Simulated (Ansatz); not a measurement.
CH$_{7}$FO$_{3}$Si$_{2}$ (`C[Si@H](O)O[Si@@H](O)F`). Total charge 0; spin multiplicity 1.

```xyz
14

C     1.322   -1.238    1.199
Si   -0.220   -1.007    0.213
O     0.195   -1.003   -1.393
O    -0.902    0.441    0.570
Si   -0.980    1.889   -0.166
O     0.168    2.026   -1.307
F    -2.427    2.006   -0.819
H     1.113   -1.153    2.268
H     2.059   -0.475    0.934
H     1.763   -2.219    1.010
H    -1.237   -2.062    0.451
H    -0.427   -1.400   -2.005
H    -0.841    2.987    0.797
H     0.414    1.208   -1.752
```

**Question.** Give the diagnostics of a CCSD(T)/def2-TZVPP run (frozen core, the Gaussian-basis code of Ansatz). (An estimate is asked.)

**Answer.** Ansatz gave: T1 = 0.0116, largest single amplitude 0.013, largest double 0.011, (T) share of the correlation energy 3.3 %, 9 CCSD cycles. The RHF solution is stable towards an unrestricted one. T1 lies under the customary mark of 0.02 for closed shells.
